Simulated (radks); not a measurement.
Results of a calculation; reference values are marked as such.
Ionisation of the molybdenum ion Mo6+, [Kr], to Mo7+, [Ar] 3d10 4s2 4p5, under several functionals. Dirac Kohn-Sham, spin-unpolarised, spherical densities, finite nucleus; open shells fill j = l - 1/2 first; a radial shooting solver on a logarithmic mesh with Libxc functionals.

functional                                      E(Mo6+) (hartree)  Exc (hartree)  IE (eV)  -e(HOMO) (eV)  <r> HOMO (bohr)  IE error (eV)
LDA (Slater exchange, Perdew-Wang correlation)        -4037.15993     -116.71998   125.75         116.33            1.160           +0.1
exchange-only B88                                     -4040.10423     -119.71696   124.23         114.82            1.162           -1.4
BP86                                                  -4042.26962     -121.90582   125.73         116.32            1.160           +0.1
AM05                                                  -4037.40893     -116.97722   125.61         116.19            1.160           0.0
SOGGA                                                 -4038.94031     -118.52987   125.50         116.09            1.160           -0.1
B86b exchange with PBE correlation                    -4041.96638     -121.59663   125.66         116.25            1.161           0.0
Wu-Cohen GGA                                          -4040.78560     -120.40148   125.65         116.24            1.160           0.0

NIST Atomic Spectra Database: 125.64 eV (semi-empirical). Closest: Wu-Cohen GGA. The Delta-SCF values span 1.52 eV, the total energies 5.11 hartree. The highest occupied level is 4p3/2. Spin polarisation and multiplet splitting are left out, so open shells lie too high by an amount that depends on their filling.

Beside tabulated values, note that spin-unpolarised runs miss the spin-polarisation part of the exchange energy of open shells.
